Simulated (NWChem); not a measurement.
Molecule: GeSiH5F; SMILES F[SiH2][GeH3]

```xyz
8

Si     0.5183    -1.1972     0.0131
F     -0.7591    -2.0846    -0.4804
Ge    -0.1030     1.0996     0.0023
H      1.6505    -1.4588    -0.9229
H      0.8942    -1.6522     1.3835
H      1.0910     1.9559     0.4680
H     -0.5054     1.5464    -1.4143
H     -1.2859     1.3459     0.9555
```
Atoms are numbered in this order, from 1.

Level: PBE0/def2-SVP (NWChem), optimised geometry, unscaled harmonic frequencies. 

```csv
frequency (cm⁻¹),IR intensity (km/mol)
93,0.6
147,6.0
351,4.3
353,21.2
473,18.6
586,2.1
739,23.1
784,308.0
854,24.4
879,11.2
884,33.6
917,191.4
952,111.3
2148,71.9
2159,87.8
2163,88.6
2240,96.2
2249,132.7
```

```json
{
 "zero_point_energy": "27.1 kcal/mol",
 "thermal correction to the enthalpy at 298.15 K (with zero-point energy)": "31.3 kcal/mol",
 "heat capacity Cv": "19.3 cal/(mol K)",
 "entropy at 298.15 K and 1 atm (symmetry number 1)": "77.4 cal/(mol K)",
 "dipole_moment": "1.36 D"
}
```

Rigid rotor and harmonic oscillator; modes under 100 cm⁻¹ make the entropy uncertain.
